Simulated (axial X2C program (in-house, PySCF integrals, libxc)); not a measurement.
Which molecule has these constants?

Computed with an in-house all-electron X2C program for linear molecules (integrals from PySCF), spin-free (one-electron X2C) or two-component (2c: spin–orbit coupling with atomic mean-field Coulomb and Gaunt terms, which also bring small scalar terms), in Dyall basis sets with cores contracted in-house; open shells are unrestricted.

A two-component PBE0 calculation in a Dyall 3-zeta basis gave Re = 1.777 Å, ωe = 659.2 cm⁻¹, dipole magnitude 2.20 D, Ω = 9/2.

Problem. Which molecule is it?
A. FeN
B. FeF
C. BeFe
D. FeO
E. LiFe

Solution. B. The others have BeFe 2.096 Å and 486.4 cm⁻¹ (Ω = 2); LiFe 2.330 Å and 376.8 cm⁻¹ (Ω = 3/2); FeN 1.597 Å and 839.8 cm⁻¹ (Ω = 5/2); FeO 1.594 Å and 922.9 cm⁻¹ (Ω = 4).

Each entry is the lowest single determinant of a limited PBE0 search at one distance. De goes to single-determinant-based atoms at the same level (for ions the charge split of lowest energy) and is withheld (n/a) where an atom does not fit its ground term or J level. Main or longest-lived isotopes. One determinant is a doubtful description, or other states lie close, for FeF, BeFe, LiFe, FeN, FeO; these need not be ground states, and all values refer to the states named. Some open-shell Ω = 0 determinants are out of reach, so the Ω given for BeFe, FeO need not be the lowest component. With several unpaired electrons the Ω given is that of one determinant, not necessarily of the lowest component. The functionals have no current term, which raises determinants with orbital currents.
